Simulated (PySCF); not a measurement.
Computed shifts of a molecule C4H8BF, PySCF with PBE0/pcSseg-1, GIAO, gas phase, equivalent atoms averaged, in ppm (number of nuclei): ¹⁹F: -36.9 (1). ¹³C: 155.1 (1), 146.6 (1), 13.4 (1), 9.3 (1). ¹H: 6.94 (2), 6.64 (1), 1.71 (1), 1.30 (3), 1.22 (1). References: ¹¹B against BF3 (σ = 88.8 ppm); ¹⁹F against CFCl3 (σ = 167.2 ppm); ¹³C against TMS (σ = 186.3 ppm); ¹H against TMS (σ = 31.56 ppm), references at their B3LYP-D3(BJ)/def2-TZVP geometries, non-relativistic. Geometry optimised at PBE0-D3(BJ)/def2-SVP. The values are those of a single conformer.

Q: Which molecule gave these data?
A. CB(C)/C=C\F
B. C=CB(F)CC
C. C=CB(C)CF
D. C=C(F)B(C)C

A: B, C=CB(F)CC
